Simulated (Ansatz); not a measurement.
Basis-set extrapolation for C₃F₈ (`FC(F)(F)C(F)(F)C(F)(F)F`) (PBE0-D4/def2-TZVP geometry, frozen core, the Gaussian-basis code of Ansatz). Multiplicity 1, RHF reference.

```
                      def2-TZVPP   def2-QZVPP
                 HF  -909.522813  -909.561384
    MP2 correlation    -2.437580    -2.662187
CCSD(T) correlation    -2.523570      not run
```

Energies in hartree. Use E(X) = E(∞) + A·exp(−7.88·√X) for Hartree–Fock and E(X) = E(∞) + B·X^(−2.97) for correlation, with X = 3 and 4, and add CCSD(T) minus MP2 of the smaller set to the MP2 limit.

**Question.** What is the CCSD(T) energy at the basis-set limit?

**Answer.** HF limit: -909.561384 + (-0.038571) × 0.13774 = -909.56670. MP2 limit: -2.662187 + (-0.224607) × 0.74074 = -2.82856. Higher-order term: -2.523570 − (-2.437580) = -0.08599. Total: -912.48125 hartree, 1141.7 kJ/mol below CCSD(T)/def2-TZVPP.
